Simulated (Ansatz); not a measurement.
The cluster CuH2⁻. The state is a triplet with charge -1. Geometry PBE-D4/def2-TZVP, that of the neutral doublet; atoms count from 1.

```xyz
3

Cu   -0.212    0.426   -0.010
H    -0.632   -0.606   -1.055
H     0.843    0.180    1.066
```

The highest occupied level of the charge -1 triplet lies above zero (up to 1.67 eV). Energy differences put its binding near zero (-0.05 eV; vertical, to the charge 0 doublet, at PBE0-D4/def2-TZVPD), which leaves it undecided. At PBE0-D4/def2-TZVPD a singlet of charge -1 lies 1.74 eV below the triplet at the same geometry. The structure comes from a short search, and lower isomers may exist.

Q: Estimate the Mulliken populations from the PBE0/def2-TZVPD orbitals of Ansatz.

A: 
```csv
atom,charge (e),spin (α − β),d electrons
Cu1,-1.30,1.49,9.52
H2,0.15,0.26,–
H3,0.15,0.26,–
```
Mulliken values and Mayer orders depend strongly on the basis. With diffuse functions, as here, like atoms can get unlike values, and bond orders can come out too low or too high.

Q: Where does the spin sit?

A: Summed by element: Cu 1.49, H 0.51, of 2 unpaired in all. Largest on single atoms: Cu1 1.49, H2 0.26, H3 0.26.
